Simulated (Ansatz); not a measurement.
Geometry optimisation, Ansatz, RKS PBE/def2-SVP.

input.yaml

```yaml
crystal:
  periodic: [false, false, false]
  atoms:
    - { symbol: Ti, position_ang: [0.0, 0.0, 0.0] }
    - { symbol: F, position_ang: [0.0, 0.0, 2.18] }
    - { symbol: "N", position_ang: [1.9426, 0.0, -0.686] }
    - { symbol: H, position_ang: [2.4408, -0.918, -0.8667] }
    - { symbol: H, position_ang: [2.4438, 0.918, -0.8582] }
    - { symbol: O, position_ang: [-0.9043, 1.5667, -0.6394] }
    - { symbol: H, position_ang: [-1.8621, 1.336, -0.8617] }
    - { symbol: "N", position_ang: [-0.9703, -1.681, -0.686] }
    - { symbol: H, position_ang: [-1.5052, -2.2973, -0.0095] }
    - { symbol: H, position_ang: [-0.9349, -1.9302, -1.7156] }
    - { symbol: Si, position_ang: [1.027, -2.4095, 0.8703] }
    - { symbol: H, position_ang: [0.1094, -3.4876, 0.5138] }
    - { symbol: H, position_ang: [2.3218, -2.6443, 0.2379] }
    - { symbol: H, position_ang: [1.1939, -2.3729, 2.3203] }
    - { symbol: H, position_ang: [0.4883, -1.1456, 2.0588] }
basis:
  gaussian: { orbitals: def2-SVP }
hamiltonian:
  xc: pbe
relax:
  f_tol: 0.15
  max_steps: 25
  restrain:
    - { distance: [0, 10], at: 2.46, k: 30.0 }
    - { distance: [14, 1], at: 0.92, k: 30.0 }
    - { distance: [0, 1], at: 3.03, k: 30.0 }
    - { distance: [14, 10], at: 2.66, k: 30.0 }
```

Run as:

```bash
$ ansatz run input.yaml --threads 4 --pin off --max-ram 5120MiB --backend cpu --events-out ev --progress --plain --runs-dir out
```

**Question.** Where does it end, and by what steps?

**Answer.** The run converged. The restraints hold the end off the free minimum; the threshold counts their pulls, which the force column leaves out. Restrained pairs: Ti1–Si11 (2.76 → 2.49 Å), F2–H15 (1.25 → 0.94 Å), Ti1–F2 (2.18 → 3.03 Å), Si11–H15 (1.82 → 2.66 Å). After 21 steps the energy has fallen by 2.744 eV (the restraints' own energy left out); H9 moved furthest, 2.04 Å.

| step | energy less start (eV) | largest force component (eV/Å) | accepted |
| --- | --- | --- | --- |
| 0 | 0.0000 | 1.959 | yes |
| 1 | -0.4240 | 2.102 | yes |
| 2 | -0.4793 | 3.256 | yes |
| 3 | -0.6048 | 3.209 | yes |
| 4 | -1.1296 | 2.206 | yes |
| 5 | -1.6317 | 1.163 | yes |
| 6 | -1.9212 | 0.998 | yes |
| 7 | -2.1227 | 0.917 | yes |
| 8 | -2.2744 | 0.812 | yes |
| 9 | -2.3718 | 0.786 | yes |
| 10 | -2.4363 | 0.776 | yes |
| 11 | -2.4885 | 0.916 | yes |
| 12 | -2.5475 | 0.760 | yes |
| 13 | -2.5692 | 0.742 | yes |
| 14 | -2.6050 | 0.831 | yes |
| 15 | -2.6385 | 0.888 | yes |
| 16 | -2.6792 | 0.737 | yes |
| 17 | -2.6979 | 0.674 | yes |
| 18 | -2.7270 | 0.610 | yes |
| 19 | -2.7317 | 0.724 | yes |
| 20 | -2.7427 | 0.617 | yes |
| 21 | -2.7442 | 0.698 | yes |

```xyz
15
Properties=species:S:1:pos:R:3
Ti -0.019 -0.527 -0.465
F 1.261 0.763 1.964
N 1.746 0.063 -0.700
H 2.473 -0.340 -1.302
H 2.146 0.755 -0.053
O -1.210 0.511 0.380
H -2.166 0.376 0.508
N -0.674 -1.603 -1.862
H -1.645 -1.907 -2.002
H -0.073 -2.118 -2.518
Si 0.519 -2.397 1.083
H -0.598 -3.264 1.630
H 1.562 -3.379 0.589
H 1.171 -1.865 2.374
H 1.297 -0.133 2.233
```

Run time: 64 s on 4 threads of Arm Neoverse V1, with other jobs on the host, peak memory 0.25 GiB.
